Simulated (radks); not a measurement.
Species: the lutetium ion Lu4+. Configuration: [Xe] 4f13. Calculated with a radial shooting solver on a logarithmic mesh with Libxc functionals: scalar-relativistic Kohn-Sham, PBE, spin-polarised, spherical densities, finite nucleus; open shells are filled with parallel spins first (spin-orbit coupling, left out, can overturn this in heavy ions); Fermi nuclear charge, rms radius 5.37 fm. Some entries of the table are withheld. Estimate them.

| orbital | occ. | eigenvalue (eV) | <r^2> (bohr^2) |
|---|---|---|---|
| 1s down | 1 | -63274.13 | 0.0005122 |
| 1s up | 1 | -63274.13 | 0.0005122 |
| 2s up | 1 | -10812.28 | 0.007921 |
| 2s down | 1 | -10812.26 | 0.007921 |
| 2p up | 3 | -9519.549 | 0.006495 |
| 2p down | 3 | -9519.538 | 0.006495 |
| 3s up | 1 | -2489.270 | 0.05169 |
| 3s down | 1 | -2488.761 | 0.05168 |
| 3p up | 3 | -2101.183 | 0.05226 |
| 3p down | 3 | -2100.674 | 0.05225 |
| 3d up | 5 | -1634.719 | 0.04345 |
| 3d down | 5 | -1634.331 | 0.04343 |
| 4s up | 1 | -535.4491 | 0.2574 |
| 4s down | 1 | -534.4487 | 0.2575 |
| 4p up | 3 | -407.9030 | 0.2925 |
| 4p down | 3 | -406.9255 | 0.2926 |
| 4d up | 5 | -241.3770 | 0.3453 |
| 4d down | 5 | -240.4215 | 0.3456 |
| 5s up | 1 | -105.8687 | 1.463 |
| 5s down | 1 | -105.4469 | 1.468 |
| 5p up | 3 | -74.8080 | 1.970 |
| 5p down | 3 | -74.5052 | 1.979 |
| 4f up | 7 | -57.9896 | 0.5917 |
| 4f down | 6 | -57.1122 | 0.5982 |
| 5d up | 0 | -38.7023 | (1) |
| 5d down | 0 | -38.5654 | (2) |
| 6s up | 0 | -34.7911 | 7.610 |
| 6s down | 0 | -34.7256 | 7.635 |

Answer. 
(1) 5d up <r^2> (bohr^2): 3.789
(2) 5d down <r^2> (bohr^2): 3.813
